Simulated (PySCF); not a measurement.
Working with the constants of CdTe⁺

TPSSh constants of CdTe⁺, ²Π (doublet), unpaired electrons π ↑ (basis Cd def2-TZVPPD with ECP28, Te def2-TZVPPD with ECP28; scalar-relativistic core potentials; PySCF 2.14; masses 113.9034 and 129.9062 u):

| Item | Value |
| --- | --- |
| ωe | 182.7 cm⁻¹ |
| ωexe | 0.47 cm⁻¹ |
| Be | 0.039777 cm⁻¹ |
| αe | 0.000131 cm⁻¹ |
| De to Cd⁺ + Te | 1.97 eV |

(1) What force constant and bond length do these constants imply?

(2) Estimate the centrifugal constant D from the Kratzer relation and find the Dunham coefficient a1.

These are scalar-relativistic numbers at best; spin–orbit coupling would shift them, the dissociation energy most. For an ion De counts to the pair picked by the measured ionisation energies or electron affinities, which need not be the lowest pair at this level. The state is the lowest determinant that a PBE0 search found; another state may lie lower at other levels.

## Answers

(1) Reduced mass μred = 60.690 u; k = 5.8918×10⁻⁷·μred·ωe² (u, cm⁻¹, mdyn/Å) = 1.19 mdyn/Å; Re = √(16.8576/(μred·Be)) (u, cm⁻¹, Å) = 2.643 Å.

(2) D = 4Be³/ωe² = 7.54e-09 cm⁻¹; a1 = −1 − αeωe/(6Be²) = -3.52.
